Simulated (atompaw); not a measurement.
# PBE PAW (atompaw) dataset for copper, scalar-relativistic all-electron reference.

- Element: Cu
- Generator: atompaw 4.2.0.5
- Type: PAW
- Functional: PBE
- Relativity: scalar-relativistic
- Frozen core: [Ar]
- Valence charge: 11
- Reference configuration: 3d10 4s0 4p1
- Partial waves: 4s (bound, empty): rc 3.00 bohr; 4s channel at 0.05 Ry: rc 3.00 bohr; 4p (bound): rc 3.00 bohr; 4p channel at 0.8 Ry: rc 3.00 bohr; 3d (bound): rc 1.30 bohr; 3d channel at 0.9 Ry: rc 1.30 bohr
- Local potential: troulliermartins scheme with l = 3 at 0 Ry, radius 2.40 bohr
- Core correction: smooth core density matched at 1.80 bohr
- Augmentation charge: sinc compensation charge, radius 2.55 bohr; PAW radius 3.00 bohr; waves and projectors: custom rrkj vanderbiltortho

All-electron outer shells of the reference configuration (PBE, scalar-relativistic, ld1.x):

```tsv
shell	level (eV)	outermost node (bohr)	outermost maximum (bohr)
3s	-116.83	0.29	0.61
3p	-74.29	0.26	0.62
3d	-7.15	–	0.60
4s	-6.07	0.89	2.21
4p	-1.71	0.97	3.35
```

Q: Does the generator finish with these settings?

A: Yes, a potential is produced.

Q: Estimate the cutoffs (Ry, on a coarse ladder) from which the occupation-weighted sum of valence levels, in a spherical-Bessel basis at the reference potential, stays within 10 and 1 mRy of its value at 400 Ry.

A: 70 Ry and 110 Ry.

Q: Does the potential have ghost states?

A: No extra level below or beside the all-electron valence levels (s, p, d, f tested).

Q: Is the overlap operator S = 1 + Σ q|β⟩⟨β| positive definite (Bessel basis up to 400 Ry)?

A: Yes: its lowest eigenvalue is 0.36 (s channel).

Q: Which valence shell sets the plane-wave cutoff?

A: 3d: its level needs 70 Ry to come within 1 mRy, against 6 Ry for 4p.
